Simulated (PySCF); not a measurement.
**Atomic charges against the basis set**

C3H5NOSi.
SMILES with atom numbers: `[CH2:1]=[CH:2][O:3][SiH2:4][C:5]#[N:6]` (hydrogens: H7, H8 on C1; H9 on C2; H10, H11 on Si4)

Cartesian coordinates in Å at the PBE0-D3(BJ)/def2-SVP level; atoms count from 1:
```
atom  x, y, z in Å
C1     2.338   -0.207    0.301
C2     1.093    0.108   -0.046
O3     0.007   -0.455    0.549
Si4   -1.544   -0.556   -0.028
C5    -2.034    1.119   -0.683
N6    -2.317    2.165   -1.096
H7     2.537   -0.951    1.075
H8     3.176    0.293   -0.185
H9     0.874    0.863   -0.813
H10   -2.423   -0.895    1.112
H11   -1.671   -1.508   -1.161
```

PBE0 throughout (PySCF), one geometry, spherical d and f functions. Geometry: PBE0-D3(BJ)/def2-SVP, one conformer, isolated molecule. The first 7 of 10 kinds of atom are listed.

Mulliken charges (e):

| basis | functions | C1 | C2 | O3 | Si4 | C5 | N6 | H7 |
| --- | --- | --- | --- | --- | --- | --- | --- | --- |
| STO-3G | 39 | -0.206 | +0.010 | -0.342 | +0.802 | -0.142 | -0.190 | +0.083 |
| 6-31G | 68 | -0.378 | +0.160 | -0.739 | +1.008 | -0.140 | -0.262 | +0.177 |
| pcSseg-0 | 68 | -0.462 | +0.102 | -0.833 | +1.236 | -0.280 | -0.368 | +0.235 |
| 6-31G* | 98 | -0.438 | +0.137 | -0.555 | +0.689 | -0.023 | -0.251 | +0.187 |
| cc-pVDZ | 113 | -0.075 | +0.077 | -0.370 | +0.560 | -0.170 | -0.101 | +0.050 |
| def2-SVP | 113 | -0.115 | +0.117 | -0.436 | +0.690 | -0.276 | -0.048 | +0.062 |
| aug-cc-pVDZ | 187 | +0.339 | +1.226 | -0.935 | +0.388 | +0.027 | -0.339 | -0.426 |
| 6-311+G(2d,p) | 200 | -0.447 | +0.161 | -0.535 | +0.891 | -0.161 | -0.225 | +0.124 |
| def2-TZVP | 222 | -0.307 | +0.021 | -0.292 | +0.422 | -0.237 | -0.022 | +0.136 |
| cc-pVTZ | 254 | -0.307 | +0.063 | -0.251 | +0.413 | -0.206 | -0.047 | +0.126 |
| IGLO-III | 269 | -0.274 | +0.079 | -0.463 | +0.993 | -0.064 | -0.299 | +0.111 |

IAO charges (e):

| basis | functions | C1 | C2 | O3 | Si4 | C5 | N6 | H7 |
| --- | --- | --- | --- | --- | --- | --- | --- | --- |
| STO-3G | 39 | -0.325 | -0.026 | -0.409 | +0.906 | -0.203 | -0.140 | +0.137 |
| 6-31G | 68 | -0.358 | +0.034 | -0.541 | +0.862 | -0.167 | -0.162 | +0.167 |
| pcSseg-0 | 68 | -0.354 | +0.041 | -0.538 | +0.885 | -0.175 | -0.163 | +0.161 |
| 6-31G* | 98 | -0.358 | +0.062 | -0.575 | +0.993 | -0.186 | -0.171 | +0.159 |
| cc-pVDZ | 113 | -0.366 | +0.062 | -0.569 | +0.980 | -0.188 | -0.165 | +0.159 |
| def2-SVP | 113 | -0.354 | +0.062 | -0.568 | +0.994 | -0.189 | -0.163 | +0.155 |
| aug-cc-pVDZ | 187 | -0.377 | +0.059 | -0.578 | +0.986 | -0.177 | -0.180 | +0.163 |
| 6-311+G(2d,p) | 200 | -0.375 | +0.058 | -0.587 | +1.019 | -0.184 | -0.180 | +0.164 |
| def2-TZVP | 222 | -0.376 | +0.061 | -0.590 | +1.031 | -0.188 | -0.178 | +0.163 |
| cc-pVTZ | 254 | -0.377 | +0.061 | -0.585 | +1.017 | -0.187 | -0.175 | +0.163 |
| IGLO-III | 269 | -0.377 | +0.059 | -0.589 | +1.028 | -0.186 | -0.180 | +0.164 |

Hirshfeld charges (e):

```tsv
basis	functions	C1	C2	O3	Si4	C5	N6	H7
STO-3G	39	-0.106	+0.035	-0.188	+0.544	-0.081	-0.167	+0.028
6-31G	68	-0.122	+0.029	-0.229	+0.470	-0.050	-0.167	+0.054
pcSseg-0	68	-0.124	+0.026	-0.209	+0.487	-0.048	-0.168	+0.048
6-31G*	98	-0.125	+0.032	-0.198	+0.446	-0.035	-0.178	+0.052
cc-pVDZ	113	-0.129	+0.025	-0.179	+0.455	-0.041	-0.171	+0.049
def2-SVP	113	-0.130	+0.027	-0.182	+0.459	-0.035	-0.176	+0.049
aug-cc-pVDZ	187	-0.133	+0.025	-0.205	+0.474	-0.038	-0.185	+0.054
6-311+G(2d,p)	200	-0.129	+0.023	-0.206	+0.474	-0.037	-0.187	+0.054
def2-TZVP	222	-0.132	+0.025	-0.198	+0.465	-0.034	-0.184	+0.053
cc-pVTZ	254	-0.133	+0.026	-0.193	+0.462	-0.035	-0.182	+0.052
IGLO-III	269	-0.133	+0.024	-0.198	+0.466	-0.033	-0.189	+0.053
```

ESP-fitted charges (e):

```tsv
basis	functions	C1	C2	O3	Si4	C5	N6	H7
STO-3G	39	-0.407	+0.097	-0.225	+0.497	+0.159	-0.350	+0.141
6-31G	68	-0.558	+0.148	-0.416	+0.587	+0.171	-0.366	+0.230
pcSseg-0	68	-0.590	+0.123	-0.405	+0.708	+0.134	-0.367	+0.240
6-31G*	98	-0.550	+0.073	-0.259	+0.453	+0.148	-0.342	+0.227
cc-pVDZ	113	-0.528	+0.054	-0.225	+0.411	+0.136	-0.327	+0.216
def2-SVP	113	-0.524	+0.072	-0.253	+0.467	+0.142	-0.338	+0.214
aug-cc-pVDZ	187	-0.573	+0.050	-0.205	+0.382	+0.184	-0.368	+0.238
6-311+G(2d,p)	200	-0.589	+0.040	-0.211	+0.395	+0.168	-0.361	+0.246
def2-TZVP	222	-0.585	+0.048	-0.202	+0.395	+0.171	-0.360	+0.240
cc-pVTZ	254	-0.563	+0.044	-0.206	+0.408	+0.158	-0.351	+0.232
IGLO-III	269	-0.573	+0.043	-0.202	+0.388	+0.173	-0.362	+0.238
```

Question: Which scheme is steadiest as the basis changes?

Answer: Largest range over the bases for any column: Hirshfeld 0.10 e, IAO 0.18 e, ESP-fitted 0.33 e, Mulliken 1.22 e. Hirshfeld charges move least and Mulliken charges most, counted in e. Without the minimal STO-3G basis the ranges are Hirshfeld 0.05, IAO 0.17, ESP-fitted 0.33, Mulliken 1.21 e.

Question: How much do the charges still move between the two largest bases, cc-pVTZ and IGLO-III?

Answer: At most, over all atoms: Mulliken 0.580 e, IAO 0.012 e, Hirshfeld 0.007 e, ESP-fitted 0.020 e.

Question: What do the same runs give for the total energy, the frontier levels and the dipole moment?

Answer: 
```json
{"basis": "STO-3G", "energy (Eh)": "-529.8478", "HOMO (eV)": "-4.34", "LUMO (eV)": "3.45", "μ (D)": "2.69"}
{"basis": "6-31G", "energy (Eh)": "-536.2275", "HOMO (eV)": "-7.00", "LUMO (eV)": "-0.96", "μ (D)": "2.45"}
{"basis": "pcSseg-0", "energy (Eh)": "-535.4596", "HOMO (eV)": "-7.26", "LUMO (eV)": "-1.13", "μ (D)": "2.54"}
{"basis": "6-31G*", "energy (Eh)": "-536.3491", "HOMO (eV)": "-7.07", "LUMO (eV)": "-0.93", "μ (D)": "2.55"}
{"basis": "cc-pVDZ", "energy (Eh)": "-536.3814", "HOMO (eV)": "-7.18", "LUMO (eV)": "-0.96", "μ (D)": "2.52"}
{"basis": "def2-SVP", "energy (Eh)": "-536.0973", "HOMO (eV)": "-7.27", "LUMO (eV)": "-1.01", "μ (D)": "2.51"}
{"basis": "aug-cc-pVDZ", "energy (Eh)": "-536.3998", "HOMO (eV)": "-7.34", "LUMO (eV)": "-1.27", "μ (D)": "2.79"}
{"basis": "6-311+G(2d,p)", "energy (Eh)": "-536.4586", "HOMO (eV)": "-7.37", "LUMO (eV)": "-1.34", "μ (D)": "2.77"}
{"basis": "def2-TZVP", "energy (Eh)": "-536.4851", "HOMO (eV)": "-7.36", "LUMO (eV)": "-1.27", "μ (D)": "2.73"}
{"basis": "cc-pVTZ", "energy (Eh)": "-536.4762", "HOMO (eV)": "-7.32", "LUMO (eV)": "-1.19", "μ (D)": "2.70"}
{"basis": "IGLO-III", "energy (Eh)": "-536.4880", "HOMO (eV)": "-7.37", "LUMO (eV)": "-1.27", "μ (D)": "2.78"}
```

The dipole is fixed by the density alone, so its range of 0.34 D shows that the density itself changes with the basis, not only its division among atoms.
